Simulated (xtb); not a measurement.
methylsilane (CH$_{6}$Si), singlet, from a rough starting geometry; xtb with GFN2-xTB.

Here is a job for xtb.
```
$ xtb mol.xyz --gfn 2 --opt vtight --json

# file mol.xyz
8

C      0.00262046     0.02850547    -0.95920447
Si    -0.02785878    -0.02899797     0.86407476
H     -0.03313511    -0.99622715    -1.38986686
H     -0.87252247     0.54692718    -1.37932802
H      0.79482311     0.53089252    -1.40166700
H      0.02724484     1.40177514     1.37836318
H     -1.23420425    -0.71967276     1.41471077
H      1.23996738    -0.64599067     1.41876334
```

It wrote (shortened):

```
   ID    Z sym.   atoms
    1    6 C      1
    2   14 Si     2
    3    1 H      3-8

           -------------------------------------------------
          |                Calculation Setup                |
           -------------------------------------------------

           -------------------------------------------------
          |                 G F N 2 - x T B                 |
           -------------------------------------------------

          ...................................................
          :                      SETUP                      :
          :.................................................:
          :  # basis functions                  20          :
          :  # atomic orbitals                  19          :
          :  # shells                           11          :
          :  # electrons                        14          :
          :  max. iterations                   250          :
          :  Hamiltonian                  GFN2-xTB          :
          :  restarted?                      false          :
          :  GBSA solvation                  false          :
          :  PC potential                    false          :
          :  electronic temp.          300.0000000     K    :
          :  accuracy                    1.0000000          :
          :  -> integral cutoff          0.2500000E+02      :
          :  -> integral neglect         0.1000000E-07      :
          :  -> SCF convergence          0.1000000E-05 Eh   :
          :  -> wf. convergence          0.1000000E-03 e    :
          :  Broyden damping             0.4000000          :
          :  net charge                          0          :
          :  unpaired electrons                  0          :
          ...................................................

 iter      E             dE          RMSdq      gap      omega  full diag
   1     -6.9255901 -0.692559E+01  0.543E+00    7.19       0.0  T
   2     -7.0046618 -0.790717E-01  0.194E+00    6.27       1.0  T
   3     -7.0057032 -0.104142E-02  0.193E+00    6.51       1.0  T
   4     -7.0062064 -0.503165E-03  0.146E+00    6.47       1.0  T
   5     -7.0062650 -0.585439E-04  0.740E-01    6.45       1.0  T
   6     -7.0064514 -0.186488E-03  0.931E-02    6.39       1.0  T
   7     -7.0064510  0.424971E-06  0.293E-02    6.38       1.2  T
   8     -7.0064524 -0.133377E-05  0.723E-03    6.38       4.9  T
   9     -7.0064524 -0.967958E-07  0.366E-03    6.38       9.6  T
  10     -7.0064525 -0.291607E-07  0.181E-04    6.38     194.9  T
  11     -7.0064525  0.172342E-10  0.146E-04    6.38     242.4  T

   *** convergence criteria satisfied after 11 iterations ***

         :::::::::::::::::::::::::::::::::::::::::::::::::::::
         ::                     SUMMARY                     ::
         :::::::::::::::::::::::::::::::::::::::::::::::::::::
         :: total energy              -6.912085583159 Eh    ::
         :: gradient norm              0.086932778506 Eh/a0 ::
         :: HOMO-LUMO gap              6.380487117514 eV    ::
         ::.................................................::
         :: SCC energy                -7.006451819155 Eh    ::
         :: -> isotropic ES            0.012800272723 Eh    ::
         :: -> anisotropic ES          0.004316800089 Eh    ::
         :: -> anisotropic XC          0.005100043223 Eh    ::
         :: -> dispersion             -0.003118836506 Eh    ::
         :: repulsion energy           0.094366235997 Eh    ::
         :: add. restraining           0.000000000000 Eh    ::
         :: total charge              -0.000000000000 e     ::
         :::::::::::::::::::::::::::::::::::::::::::::::::::::

      -----------------------------------------------------------
     |                   =====================                   |
     |                        A N C O P T                        |
     |                   =====================                   |
     |               Approximate Normal Coordinate               |
     |                Rational Function Optimizer                |
      -----------------------------------------------------------
      -----------------------------------------------------------
     |                   =====================                   |
     |                        A N C O P T                        |
     |                   =====================                   |
     |               Approximate Normal Coordinate               |
     |                Rational Function Optimizer                |
      -----------------------------------------------------------

          ...................................................
          :                      SETUP                      :
          :.................................................:
          :   optimization level         verytight          :
          :   max. optcycles                   200          :
          :   ANC micro-cycles                  20          :
          :   degrees of freedom                18          :
          :.................................................:
          :   RF solver                   davidson          :
          :   write xtbopt.log                true          :
          :   linear?                        false          :
          :   energy convergence         0.1000000E-06 Eh   :
          :   grad. convergence          0.2000000E-03 Eh/α :
          :   maxmium RF displ.          1.0000000          :
          :   Hlow (freq-cutoff)         0.1000000E-01      :
          :   Hmax (freq-cutoff)         5.0000000          :
          :   S6 in model hess.         20.0000000          :
          ...................................................

generating ANC from exact Hessian ...
Using Lindh-Hessian (1995)
 Shifting diagonal of input Hessian by    4.1285695637563544E-003
 Lowest  eigenvalues of input Hessian
    0.000000    0.000000    0.000000    0.000000    0.000000    0.000000
[...]
 * total energy  :    -6.9120856 Eh     change       -0.2829648E-10 Eh
 * total energy  :    -6.9188658 Eh     change       -0.6780168E-02 Eh
 * total energy  :    -6.9194805 Eh     change       -0.6147657E-03 Eh
 * total energy  :    -6.9196205 Eh     change       -0.1399460E-03 Eh
 * total energy  :    -6.9196269 Eh     change       -0.6389234E-05 Eh
 * total energy  :    -6.9196281 Eh     change       -0.1258863E-05 Eh
 * total energy  :    -6.9196285 Eh     change       -0.4352798E-06 Eh
 * total energy  :    -6.9196287 Eh     change       -0.1172788E-06 Eh
 * total energy  :    -6.9196287 Eh     change       -0.6052310E-07 Eh
   *** GEOMETRY OPTIMIZATION CONVERGED AFTER 9 ITERATIONS ***
[...]
          :  Broyden damping             0.4000000          :
          :  net charge                          0          :
          :  unpaired electrons                  0          :
          ...................................................

 iter      E             dE          RMSdq      gap      omega  full diag
   1     -7.0115361 -0.701154E+01  0.134E-05    6.38       0.0  T
   2     -7.0115361 -0.101252E-12  0.790E-06    6.38    4476.4  T
   3     -7.0115361 -0.133227E-13  0.488E-06    6.38    7242.9  T

   *** convergence criteria satisfied after 3 iterations ***

         :::::::::::::::::::::::::::::::::::::::::::::::::::::
         ::                     SUMMARY                     ::
         :::::::::::::::::::::::::::::::::::::::::::::::::::::
         :: total energy              -6.919628723805 Eh    ::
         :: gradient norm              0.000036996932 Eh/a0 ::
         :: HOMO-LUMO gap              6.384564979688 eV    ::
         ::.................................................::
         :: SCC energy                -7.011535503027 Eh    ::
         :: -> isotropic ES            0.012652442409 Eh    ::
         :: -> anisotropic ES          0.004368005608 Eh    ::
         :: -> anisotropic XC          0.005047839189 Eh    ::
         :: -> dispersion             -0.003078270534 Eh    ::
         :: repulsion energy           0.091906779222 Eh    ::
         :: add. restraining           0.000000000000 Eh    ::
         :: total charge              -0.000000000000 e     ::
         :::::::::::::::::::::::::::::::::::::::::::::::::::::

           -------------------------------------------------
          |                Property Printout                |
           -------------------------------------------------

    * Orbital Energies and Occupations

         #    Occupation            Energy/Eh            Energy/eV
      -------------------------------------------------------------
         1        2.0000           -0.7127824             -19.3958
         2        2.0000           -0.5614600             -15.2781
         3        2.0000           -0.4662831             -12.6882
         4        2.0000           -0.4662791             -12.6881
         5        2.0000           -0.4214854             -11.4692
         6        2.0000           -0.4214767             -11.4690
         7        2.0000           -0.4048474             -11.0165 (HOMO)
         8                         -0.1702189              -4.6319 (LUMO)
         9                         -0.1662227              -4.5231
        10                         -0.1662060              -4.5227
        11                         -0.0711851              -1.9370
        12                         -0.0711759              -1.9368
        13                          0.1839738               5.0062
        14                          0.2278140               6.1991
        15                          0.2278554               6.2003
        16                          0.3238256               8.8117
        17                          0.5788450              15.7512
        18                          0.6979334              18.9917
        19                          0.6979807              18.9930
      -------------------------------------------------------------
                  HL-Gap            0.2346284 Eh            6.3846 eV
             Fermi-level           -0.2875331 Eh           -7.8242 eV

     #   Z          covCN         q      C6AA      α(0)
     1   6 C        3.650    -0.195    24.718     7.141
     2  14 Si       3.629     0.439    99.241    19.112
     3   1 H        0.925     0.022     2.699     2.569
     4   1 H        0.925     0.022     2.699     2.569
     5   1 H        0.925     0.022     2.699     2.569
     6   1 H        0.918    -0.103     5.688     3.730
     7   1 H        0.918    -0.103     5.687     3.730
     8   1 H        0.918    -0.103     5.687     3.730

 Mol. C6AA /au·bohr⁶  :        719.817643
 Mol. C8AA /au·bohr⁸  :      23048.387665
 Mol. α(0) /au        :         45.150290

Wiberg/Mayer (AO) data.
largest (>0.10) Wiberg bond orders for each atom

 ---------------------------------------------------------------------------
     #   Z sym  total        # sym  WBO       # sym  WBO       # sym  WBO
 ---------------------------------------------------------------------------
     1   6 C    3.977 --     5 H    0.991     3 H    0.991     4 H    0.991
                             2 Si   0.926
     2  14 Si   3.648 --     1 C    0.926     6 H    0.900     7 H    0.900
                             8 H    0.900
     3   1 H    1.000 --     1 C    0.991
     4   1 H    1.000 --     1 C    0.991
     5   1 H    1.000 --     1 C    0.991
     6   1 H    0.989 --     2 Si   0.900
     7   1 H    0.989 --     2 Si   0.900
     8   1 H    0.989 --     2 Si   0.900
 ---------------------------------------------------------------------------

Topologies differ in total number of bonds
Writing topology from bond orders to xtbtopo.mol

molecular dipole:
                 x           y           z       tot (Debye)
 q only:        0.001      -0.000       0.123
   full:       -0.002       0.000      -0.163       0.414
molecular quadrupole (traceless):
                xx          xy          yy          xz          yz          zz
 q only:        0.083       0.000       0.083      -0.007       0.006      -0.166
  q+dip:        0.533      -0.000       0.532      -0.011      -0.002      -1.065
   full:        0.198      -0.000       0.198      -0.000      -0.005      -0.396

optimized geometry written to: xtbopt.xyz

           -------------------------------------------------
          | TOTAL ENERGY               -6.919628723805 Eh   |
          | GRADIENT NORM               0.000036996932 Eh/α |
          | HOMO-LUMO GAP               6.384564979688 eV   |
           -------------------------------------------------

normal termination of xtb
```
